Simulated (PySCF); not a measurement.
Adding and removing an electron: HgC

PBE; basis Hg def2-SVP with ECP60, C def2-SVP; scalar-relativistic core potentials; PySCF 2.14. Neutral (UKS): triplet (π ↑↑), Re = 2.149 Å, ωe = 393 cm⁻¹, De = 0.95 eV, HOMO -5.17 eV, LUMO -3.96 eV.

HgC⁺ (UKS): doublet (π ↑), Re = 2.157 Å, ωe = 404 cm⁻¹, De = 2.44 eV to Hg⁺ + C. The energies at the minima are -191.33770 hartree for HgC and -191.00828 for HgC⁺.

Question: Work out the adiabatic ionisation energy, without and with harmonic zero-point energies (1 hartree = 27.2114 eV, 1 eV = 8065.5 cm⁻¹), and the change of the bond length.

Answer: At PBE: 0.32942 hartree = 8.964 eV between the minima; the zero-point term (404.0 − 393.0)/2 cm⁻¹ = +0.001 eV makes it 8.965 eV. Re changes by +0.8 pm against the neutral. The electron leaves a π orbital, and the small change of length marks it as nearly non-bonding.

These are scalar-relativistic numbers at best; spin–orbit coupling would shift them, the dissociation energy most. For an ion De counts to the pair picked by the measured ionisation energies or electron affinities, which need not be the lowest pair at this level. States were picked by a PBE0 search and need not be the measured ground states.
